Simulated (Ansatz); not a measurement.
Mulliken charges of `F[C](F)OC(F)F` radical from ωB97M-V/def2-TZVPP in Ansatz (PBE0-D4/def2-TZVP geometry).

| atom | x (Å) | y (Å) | z (Å) | charge (e) |
| --- | --- | --- | --- | --- |
| F1 | -0.708 | 0.311 | -1.886 | -0.145 |
| C2 | 0.480 | 0.313 | -1.304 | 0.391 |
| F3 | 1.063 | -0.866 | -1.480 | -0.156 |
| O4 | 0.488 | 0.747 | -0.040 | -0.213 |
| C5 | -0.174 | -0.020 | 0.920 | 0.331 |
| F6 | 0.465 | 0.175 | 2.068 | -0.159 |
| F7 | -1.428 | 0.423 | 1.057 | -0.162 |
| H8 | -0.186 | -1.083 | 0.664 | 0.112 |

Q: By hand: the dipole of these point charges (1 e Å = 4.8032 D).

A: Σ q r = (0.100, -0.171, -0.118) e Å, of length 0.231 e Å = 1.11 D.

Q: How does the dipole of the full density compare? (Estimate.)

A: Computed: (0.026, -0.246, -0.038) e Å, 1.20 D; the point charges give 0.93 times that, at 32° from its direction.

Point charges leave out the atoms' own dipoles, such as those of lone pairs, and Mulliken's split depends on the basis, so the two needn't agree.
